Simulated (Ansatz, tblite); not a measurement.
Species of one formula, TiO$_{3}$F$_{3}$H$_{6}$ (doublet), each relaxed with PBE-D4/def2-SVP in Ansatz.

The xTB rows come from tblite. LC-ωPBE has ω = 0.4 bohr⁻¹. Correlated methods freeze 11 core orbitals; core or outer-core shells of Ti are correlated, in sets that lack core-valence functions.

Other spin states weren't relaxed.

A: mer-TiF3(H2O)3 (TiO₃F₃H₆)

B: fac-TiF3(H2O)3 (TiO3F3H6)

Question: Estimate which lies lowest at each level, and how far above it the others are (kJ/mol).

Answer: 
```json
{"level": "GFN1-xTB", "A": "19.8", "B": "0.0"}
{"level": "GFN2-xTB", "A": "24.4", "B": "0.0"}
{"level": "HF/def2-TZVP", "A": "0.0", "B": "6.7"}
{"level": "PBE-D4/def2-SVP", "A": "0.0", "B": "0.6"}
{"level": "PBE-D4/def2-TZVP", "A": "0.0", "B": "4.4"}
{"level": "r2SCAN-D4/def2-TZVP", "A": "0.0", "B": "4.6"}
{"level": "r2SCANh-D4/def2-TZVP", "A": "0.0", "B": "5.2"}
{"level": "PBE0-D4/def2-SVP", "A": "0.0", "B": "3.1"}
{"level": "PBE0-D4/def2-TZVP", "A": "0.0", "B": "6.2"}
{"level": "r2SCAN0-D4/def2-TZVP", "A": "0.0", "B": "5.8"}
{"level": "LC-ωPBE/def2-TZVP", "A": "0.0", "B": "7.5"}
{"level": "RPA@PBE/def2-TZVP", "A": "0.0", "B": "6.7"}
{"level": "MP2/def2-TZVP", "A": "0.0", "B": "8.8"}
```
Point groups (tolerance 0.1 Å): A not assigned, B Cs. A and B have the same bonds, so they are conformers or stereoisomers.
